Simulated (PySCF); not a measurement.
## C3H10Si

C3H10Si is a small molecule, neutral, singlet. The structure, one conformer, was relaxed in the gas phase by PBE0-D3(BJ)/def2-SVP. No frequency run checks that it is a minimum.

SMILES: CC(C)[SiH3]

| atom | x (Å) | y (Å) | z (Å) |
| --- | --- | --- | --- |
| C1 | 0.313 | -0.090 | 0.336 |
| Si2 | -1.351 | -0.985 | 0.192 |
| C3 | 1.182 | -0.336 | -0.897 |
| C4 | 0.116 | 1.402 | 0.604 |
| H5 | 0.817 | -0.538 | 1.213 |
| H6 | -2.173 | -0.780 | 1.426 |
| H7 | -1.148 | -2.455 | -0.008 |
| H8 | -2.118 | -0.452 | -0.980 |
| H9 | 0.716 | 0.082 | -1.805 |
| H10 | 2.169 | 0.145 | -0.788 |
| H11 | 1.354 | -1.409 | -1.077 |
| H12 | -0.409 | 1.893 | -0.233 |
| H13 | 1.085 | 1.915 | 0.723 |
| H14 | -0.471 | 1.586 | 1.517 |

Shieldings: GIAO PBE0/pcSseg-2. Shifts are against computed references at the same level: C TMS (σ 184.1 ppm), H TMS (σ 31.24 ppm), Si TMS (σ 341.3 ppm). Core levels by delta-SCF with SCAN, pcX-2 on the ionised atom and pcseg-1 elsewhere, spin-free X2C (2p3/2 is the spin-free 2p value less a third of a first-order spin-orbit splitting); from the vacuum level, for chosen atoms.

Give the shieldings and core levels atom by atom.


```
      atoms         bonded to  σ (ppm)  δ (ppm)  core level (eV)
         C1  2 C + 1 Si + 1 H    170.7     13.4        1s 290.24
        Si2         1 C + 3 H    394.5    -53.3     2p3/2 106.44
      C3 C4         1 C + 3 H    162.5     21.6        1s 290.62
         H5               1 C    30.16     1.09                -
   H6 H7 H8              1 Si    27.44     3.80                -
 H9 H10 H11               1 C    30.14     1.11                -
H12 H13 H14               1 C    30.13     1.11                -
```

Values are those of this one static structure, with the three H of a rotating XH3 group averaged; atoms that internal rotation interchanges would show their mean in an NMR spectrum.

Which of C1, C3 holds its core electrons tightest, and by how much against the loosest?

C3 (bonded to 1 C + 3 H), by 0.38 eV over C1 (bonded to 2 C + 1 Si + 1 H).

By CAM-B3LYP/def2-SVPD (TDDFT singlets, Tamm-Dancoff triplets, ionisation by delta-SCF), where does absorption start, and what does vertical ionisation take?

The lowest singlet lies at 7.65 eV (f 0.001), the strongest of the first 6 at 8.67 eV (f 0.291), the lowest triplet at 7.32 eV; vertical ionisation takes 10.28 eV.
